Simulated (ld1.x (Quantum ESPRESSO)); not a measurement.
# Scattering properties, TM potential for xenon (Xe)

```
Element                 : xenon (Xe)
Generator               : ld1.x (Quantum ESPRESSO) 7.5
Type                    : norm-conserving Troullier–Martins (Kleinman–Bylander form)
Functional              : PBE
Relativity              : scalar-relativistic
Frozen core             : [Kr] 4d10
Valence charge          : 8
Reference configuration : 5s2 5p3 (charge +3)
Partial waves           : 5s (bound): rc 1.35 bohr; 5p (bound): rc 1.55 bohr; 5d channel at 0.25 Ry: rc 1.60 bohr
Local potential         : all-electron potential smoothed inside 1.05 bohr (lloc = -2)
Core correction         : Bessel-smoothed model core inside 0.75 bohr
```

The phase is arctan(r·u′/u) with u = r·R(r), unwrapped; energies in Ry, scanned from -6 to 5 Ry. A pole is an energy at which the radial function vanishes at the test radius. The pseudo phase is shifted by a multiple of π to meet the all-electron one at the reference energy, and phase errors are pseudo minus all-electron; the curves can meet again beyond the range given. Levels narrower than the energy grid can be missing from the lists of poles.

```json
{"channel": "s", "radius (bohr)": "1.74", "reference energy (Ry)": "-3.69", "poles, all-electron": "1.58", "poles, pseudo": "1.46", "unbroken range about the reference energy with phases within 0.05 rad": "the whole range", "phase error 1 Ry above the reference energy (rad)": "+0.001"}
{"channel": "p", "radius (bohr)": "1.74", "reference energy (Ry)": "-2.71", "poles, all-electron": "4.02", "poles, pseudo": "-2.32", "unbroken range about the reference energy with phases within 0.05 rad": "below -2.5", "phase error 1 Ry above the reference energy (rad)": "-2.986"}
{"channel": "d", "radius (bohr)": "1.74", "reference energy (Ry)": "0.25", "poles, all-electron": "none", "poles, pseudo": "2.17", "unbroken range about the reference energy with phases within 0.05 rad": "-1.2 to 0.7", "phase error 1 Ry above the reference energy (rad)": "-0.213"}
```

Note: ghost states, extra bound levels that the all-electron valence spectrum of the same l lacks: s at -124.2 eV, p at -31.3 eV. A true bound ghost makes a file unfit for plane-wave use.

Phases in the s channel:

```tsv
E (Ry)	all-electron	pseudo
-6.00	0.989	0.999
-5.48	0.852	0.860
-4.96	0.627	0.633
-4.44	0.251	0.254
-3.92	-0.270	-0.270
-3.40	-0.729	-0.729
-2.88	-1.019	-1.018
-2.36	-1.192	-1.190
-1.84	-1.301	-1.300
-1.32	-1.377	-1.376
-0.80	-1.431	-1.431
-0.28	-1.473	-1.474
0.24	-1.507	-1.508
0.76	-1.534	-1.537
1.28	-1.558	-1.562
1.80	-1.580	-1.585
2.32	-1.599	-1.607
2.84	-1.617	-1.628
3.36	-1.634	-1.649
3.88	-1.651	-1.672
4.40	-1.668	-1.697
4.92	-1.686	-1.725
```
